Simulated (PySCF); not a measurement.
Mg(iPr)(NH2) (C₃H₉MgN), SMILES C[CH](C)[Mg][NH2].

Coordinates come from a B3LYP-D3(BJ)/def2-SVP optimisation. The structure was generated by enumeration; whether it is a known compound was not checked. One conformer was computed; it need not be the lowest.

Two levels are set side by side: PBE/def2-TZVP (PySCF) and HF/def2-TZVP (PySCF). Same geometry, gas phase. Differences are taken from unrounded values.

```csv
quantity,PBE
orbital gap (eV),3.39
highest occupied level (eV),-4.77
lowest empty level (eV),-1.38
dipole moment (D),0.38
mean polarisability (bohr³),79.3
```

These are the PBE values. What does HF give? (An estimate is asked for; the answer gives what the named calculation found.)


| quantity | HF | PBE minus HF |
|---|---|---|
| orbital gap (eV) | 10.11 | -6.72 |
| highest occupied level (eV) | -8.81 | 4.04 |
| lowest empty level (eV) | 1.30 | -2.68 |
| dipole moment (D) | 0.54 | -0.17 |
| mean polarisability (bohr³) | 65.6 | 13.7 |

Without exact exchange PBE keeps part of each electron's self-repulsion, which lifts occupied levels and narrows the gap. PBE's more diffuse valence density responds more strongly to a field. Differences between two approximate levels are no errors against the true value.

Rough cost on one machine, each run with all the roots and properties that it gave: HF against PBE about 1/3.
